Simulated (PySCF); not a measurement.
# A small calculation by hand: chemical shift, span and skew from a shielding tensor

H7NO2Si2, SMILES N[SiH2]O[SiH2]O. Atoms are numbered in the order given.

```xyz
12

N      1.7000     1.6281    -0.2722
Si     1.5867    -0.0840    -0.1784
O      0.0665    -0.7253    -0.4689
Si    -1.4094    -0.8109     0.2746
O     -2.0573     0.6995     0.5352
H      1.6933     2.1034    -1.1690
H      1.2981     2.2153     0.4523
H      1.9880    -0.4833     1.2009
H      2.4749    -0.6497    -1.2258
H     -1.2792    -1.4034     1.6307
H     -2.2843    -1.6256    -0.6138
H     -2.3467     1.1811    -0.2484
```

The structure is a stationary point at r2SCAN-D4/def2-SVP. This is a generated structure with no PubChem entry under its InChIKey; it may be hypothetical. Other conformers were not sampled.

GIAO shieldings from PBE/pcSseg-1 (PySCF), non-relativistic, no solvent. The symmetric part of the tensor of Si2 has the principal values 337.3, 384.6, 401.3 ppm. The same nucleus in TMS has σ = 335.4 ppm at this level (PySCF, at its B3LYP-D3(BJ)/def2-TZVP geometry).

**Question.** Work out the isotropic shielding, the ²⁹Si shift against TMS, the span and the skew.

**Answer.** 
σ(iso) = (σ11 + σ22 + σ33)/3 = 374.4 ppm. δ = σ(ref) − σ(iso) = 335.4 − (374.4) = -39.0 ppm.
Span Ω = σ33 − σ11 = 64.0 ppm. Skew κ = 3(σ(iso) − σ22)/Ω = -0.48. Tumbling in solution averages the tensor to δ; in a static solid the shielding alone would spread this spin-1/2 line over Ω.
